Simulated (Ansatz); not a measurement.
Molecule: CH3Br2GaO, charge 0, multiplicity 1. SMILES: C[O][Ga]([Br])[Br]
Coordinates optimised at B3LYP-D3(BJ)/def2-TZVP (Ansatz, a first-principles code):
```
O
C 1 1.4230
H 2 1.0924 1 108.95
H 2 1.0924 3 108.79 1 -118.65
H 2 1.0936 3 108.55 4 -117.95
Ga 1 1.7707 2 124.33 3 120.72
Br 6 2.2726 1 117.99 2 -180.00
Br 6 2.2894 1 120.19 2 0.00
```
Charge 0, spin multiplicity 1.

Wanted: vertical ionisation energy (to the doublet state of charge +1; each state is the SCF solution reached for its spin), in eV. Cores are frozen in the correlated levels unless marked. Open shells are spin-unrestricted. Spin-orbit coupling is left out. Frozen are the shells of the preceding noble gas and the d and f shells that filled before the atom's block. Non-relativistic. CBS marks a two-point X^-3 extrapolation of the correlation energy; Hartree-Fock from the larger set. [CCSD(T)-MP2]/basis is that difference in the basis named.

```csv
level,program,vertical ionisation energy (eV)
SVWN5/def2-TZVPD,Ansatz,9.95
PBE0/def2-TZVPD,Ansatz,[?]
CCSD/aug-cc-pVTZ,Ansatz,10.68
"RI-MP2/CBS(aug-cc-pVTZ,aug-cc-pVQZ)+[CCSD(T)-MP2]/aug-cc-pVTZ",Ansatz,[?]
```

What belongs in the gaps?


- PBE0/def2-TZVPD, vertical ionisation energy (eV): 10.29
- RI-MP2/CBS(aug-cc-pVTZ,aug-cc-pVQZ)+[CCSD(T)-MP2]/aug-cc-pVTZ, vertical ionisation energy (eV): 10.87
